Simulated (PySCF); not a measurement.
Computed IR spectrum (relative IR intensity) of a molecule C₅H₇O, multiplicity 2. Geometry: PBE-D3(BJ)/def2-SVP. One conformer was computed; it need not be the lowest. Level of theory: PBE-D3(BJ)/def2-SVP (PySCF 2.14.0). Frequencies are harmonic and unscaled.

Lines under 2 % of the strongest are left out, and lines within 2 cm⁻¹ are merged.

ν (cm⁻¹): 145 (vw), 444 (w), 578 (vw), 609 (w), 670 (w), 773 (w), 845 (vw), 954 (w), 1060 (vw), 1150 (m), 1167 (vw), 1239 (w), 1258 (vw), 1296 (w), 1311 (w), 1360 (w), 1380 (w), 1421 (vw), 1641 (vs), 2891 (w), 2973 (w), 2989 (w), 3000 (m), 3053 (w), 3059 (w), 3146 (vw) (against the strongest line: vs over 80 %, s over 45 %, m over 15 %, w over 4 %, vw less)

Q: Identify the compound among the candidates.
A) O=C1[CH]CCC1
B) O=C1C[CH]CC1
C) C[C]=CC(C)=O

A: A, O=C1[CH]CCC1
